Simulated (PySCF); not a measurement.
Gas-phase reaction: TiO2 + 2 HCl + 2 ClO → TiCl4.H2O + 3 O

Computed with PySCF and rigid-rotor harmonic-oscillator thermochemistry at 1 bar. † marks an energy on the PBE0/def2-TZVP geometry and frequencies; other levels use their own. 6-31G* has spherical d functions here. Open shells (unrestricted): ClO (multiplicity 2, electronic degeneracy 4), O (multiplicity 3, electronic degeneracy 9); the rest are closed-shell singlets. Spin-orbit splitting is ignored; it lowers the true energy and changes the entropy of ClO, O. B3LYP is the form with VWN-RPA correlation. Adducts (TiCl4.H2O) have no counterpoise correction, and HF, PBE, BLYP, B3LYP and PBE0 lack dispersion. TiCl4.H2O: computed as isolated molecules; such fragments, hydroxides, amides, oligomers or adducts are transient or little studied in the gas. The harmonic model lacks anharmonicity and excited electronic states, which grow with temperature; levels with a mode under 35 cm⁻¹ are left out. Soft modes under 120 cm⁻¹ make the harmonic entropy rough for TiCl4.H2O.

```tsv
level	ΔE electronic, kJ	ΔH°(298 K), kJ	ΔS°(298 K), J/K	ΔG°(2500 K), kJ
B3LYP/6-31G*	-33	-11	-173	308
BLYP/def2-TZVP†	136	158	-174	478
M06-2X/def2-TZVP†	-109	-88	-174	232
PBE/def2-SVP	73	93	-176	421
PBE0/def2-QZVP†	-23	-2	-174	318
PBE0/def2-SVP†	-107	-86	-174	234
LDA/def2-TZVP†	257	278	-174	598
ωB97M-V/def2-TZVP†	-40	-19	-174	301
```
ΔH° is lowest at M06-2X/def2-TZVP† and highest at LDA/def2-TZVP†. No reference value is set beside these.
